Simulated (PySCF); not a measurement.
# Electric properties by functional and basis

Compound: C2H6OSeSi.
SMILES: `CC(=O)[SiH2][SeH]`

PySCF, dipoles from the SCF density, polarisabilities from static response with core orbitals frozen. Geometry: PBE0-D3(BJ)/def2-SVP, one conformer, isolated molecule. Relativistic effects, spin–orbit coupling among them, are left out although an element past zinc is present.

The anisotropy is √(½[(α1 − α2)² + (α2 − α3)² + (α3 − α1)²]).

```
              level  μ (D)  α (Å³)  anisotropy (Å³)
      LDA/def2-SVPD  3.080   13.46             5.57
      PBE/def2-SVPD  2.908   13.31             5.56
    B3LYP/def2-SVPD  2.968   12.78             5.03
     PBE0/def2-SVPD  2.995   12.66             4.96
BHandHLYP/def2-SVPD  3.089   12.18             4.50
CAM-B3LYP/def2-SVPD  3.047   12.47             4.68
  wB97X-D/def2-SVPD  3.058   12.50             4.71
  LC-wPBE/def2-SVPD  3.066   12.13             4.44
       HF/def2-SVPD  3.288   11.63             3.92
        PBE0/6-31G*  3.116   10.35             5.45
      PBE0/def2-SVP  2.913   10.57             5.22
   PBE0/aug-cc-pVDZ  2.984   12.80             5.19
     PBE0/def2-TZVP  2.886   11.99             5.36
    PBE0/def2-TZVPD  2.913   12.82             5.17
```

The dipole runs from 2.89 D (PBE0/def2-TZVP) to 3.29 D (HF/def2-SVPD). No reference polarisability is at hand; against PBE0 in the largest diffuse basis at hand (def2-TZVPD) the other PBE0 rows deviate by 6-31G* -19%, def2-SVP -18%, def2-SVPD -1%, aug-cc-pVDZ 0%, def2-TZVP -6%. In one basis (def2-SVPD) the functionals order the polarisability from HF (lowest) to LDA (highest), a spread of 16%. With PBE0 the polarisability is 10.97 Å³ without diffuse functions (mean of 6-31G*, def2-SVP and def2-TZVP) and 12.76 Å³ with them (mean of def2-SVPD, aug-cc-pVDZ and def2-TZVPD).
